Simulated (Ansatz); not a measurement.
Consider the ligand exchange at the Si–O bond: `[SiH3][O][Sn][O][SiH3]` + `[NH2][In]([OH])[SH]` → `[NH2][In]([SH])[O][SiH3]` + `[OH][Sn][O][SiH3]`.

Isolated molecules relaxed with PBE0-D4/def2-TZVP in Ansatz; ΔE leaves out vibrations. CBS: MP2 limit from def2 TZ/QZ plus the TZ coupled-cluster correction, frozen cores. Functionals use def2-TZVPP. B3LYP here is the variant with VWN-RPA as its local correlation; programs differ in this. def2 core potentials past Kr. For In, Sn outer-core shells are correlated without core-valence functions, which leaves a few kJ/mol of doubt a bond. Each species was taken in one conformer, which may not be the lowest.

Problem. Is it downhill or uphill in electronic energy at CCSD(T)/CBS, and by how much? (Estimate.)

Solution. The calculation gave: Downhill: ΔE = -3.2 kJ/mol.

Problem. What do these levels give: LDA (SPW92), B3LYP-D4, ωB97X-V, BLYP, LC-ωPBE, CCSD/def2-SVP? (Best estimate.)

Solution. The calculation gave: LDA (SPW92) -4.8, B3LYP-D4 1.0, ωB97X-V -3.1, BLYP -3.5, LC-ωPBE -4.7, CCSD/def2-SVP -3.4 kJ/mol.

Largest T1 diagnostic among the species: 0.016.

The D4 term adds +4.7 kJ/mol with B3LYP and +2.7 kJ/mol with PBE0; it sums over pairs of atoms, weighted by their polarisabilities, and B3LYP, whose exchange is more repulsive, gets the larger term. Leaving LDA and LC-ωPBE aside and taking each functional with its dispersion term where it has one, the values, not all of them listed here, spread over 6.6 kJ/mol, from PBE-QIDH to BLYP-D4.
